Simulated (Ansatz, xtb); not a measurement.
Two isomers of C5H8FNO

We compare a, `O=C1NCC[C@@H]1CF`, a singlet, with b, `OC1=NCC[C@@H]1CF`, a singlet. Both are isolated molecules in the gas phase, relaxed with PBE0-D3(BJ)/def2-SVP, each in the lowest conformer that the search found.

Quicker runs give these differences E(b) − E(a): GFN2-xTB +10.5 kcal/mol; HF/STO-3G +6.0 kcal/mol (at GFN2-xTB geometries); r2SCAN-D4/def2-SVP +17.4 kcal/mol (at GFN2-xTB geometries).

Problem. Estimate E(b) − E(a) at the level CCSD(T)/def2-SVP + ΔMP2/def2-TZVPP.

Solution. Calculated at CCSD(T)/def2-SVP + ΔMP2/def2-TZVPP: E(b) − E(a) = +12.0 kcal/mol, so structure a lies lower.

The same difference at several levels:

| level | geometry | E(b) − E(a) (kcal/mol) | departure from the last row (kcal/mol) | job, with rough time for the two |
| --- | --- | --- | --- | --- |
| GFN2-xTB | GFN2-xTB | +10.5 | −1.5 | optimisation, 0.31 s |
| HF/STO-3G | GFN2-xTB | +6.0 | −6.0 | single point, 1.1 s |
| r2SCAN-D4/def2-SVP | GFN2-xTB | +17.4 | +5.4 | single point, 14 s |
| PBE0-D3(BJ)/def2-SVP | PBE0-D3(BJ)/def2-SVP | +16.6 | +4.5 | optimisation, 3.3 min |
| HF/def2-SVP | PBE0-D3(BJ)/def2-SVP | +17.0 | +4.9 | part of the CCSD(T) run |
| MP2/def2-SVP | PBE0-D3(BJ)/def2-SVP | +15.3 | +3.3 | part of the CCSD(T) run |
| CCSD(T)/def2-SVP | PBE0-D3(BJ)/def2-SVP | +14.6 | +2.6 | single point |
| CCSD(T)/def2-SVP + ΔMP2/def2-TZVPP | PBE0-D3(BJ)/def2-SVP | +12.0 |  | single point, 6.6 min |

As drawn, b has 1 C–O, 1 C=N, 1 O–H in place of 1 C=O, 1 C–N, 1 N–H.

The levels shown agree on the order. The largest departure from CCSD(T)/def2-SVP + ΔMP2/def2-TZVPP is that of HF/STO-3G, 6.0 kcal/mol. The last row adds to CCSD(T) the change of the MP2 difference between the two basis sets, here −2.6 kcal/mol.

With thermal terms from frequencies at re-optimised GFN2-xTB minima (ideal gas, soft modes damped towards free rotors, one conformer each, 298.15 K, 1 atm): on the last row, ΔE + ΔZPE = +11.8, ΔH = +11.8, ΔG = +11.7 kcal/mol.

The correlated steps freeze 8 core orbitals. Codes used: Ansatz 0.2.0, xtb 6.7.1; the last row on 2 threads of Arm Neoverse N1 on a shared host.
